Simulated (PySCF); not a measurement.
Computed shifts of a molecule CH8FNOSi2, HF/pcSseg-1 run with PySCF, GIAO, gas phase, atoms alike by connectivity averaged where their shifts nearly agree, in ppm (number of nuclei): ¹³C: 3.3 (1). ²⁹Si: -30.7 (1), -45.4 (1). ¹⁵N: 30.6 (1). ¹⁹F: -109.6 (1). ¹H: 4.91 (1), 4.78 (1), 4.55 (1), 2.67 (1), 0.98 (1), 0.85 (3). References: ¹³C against TMS (σ = 192.6 ppm); ²⁹Si against TMS (σ = 393.8 ppm); ¹⁵N against NH3 (σ = 267.3 ppm); ¹⁷O against H2O (σ = 333.0 ppm); ¹⁹F against CFCl3 (σ = 238.5 ppm); ¹H against TMS (σ = 31.99 ppm), references at their B3LYP-D3(BJ)/def2-TZVP geometries, non-relativistic. Coordinates come from a PBE-D3(BJ)/def2-SVP optimisation. One conformer was computed; it need not be the lowest.

Task: Which structure fits?
A) C[Si@H](F)O[SiH2]N
B) N[Si@H](O)[SiH2]CF
C) C[SiH2]N[Si@H](O)F
D) C[Si@@](N)(O)[SiH2]F

Result: C, C[SiH2]N[Si@H](O)F
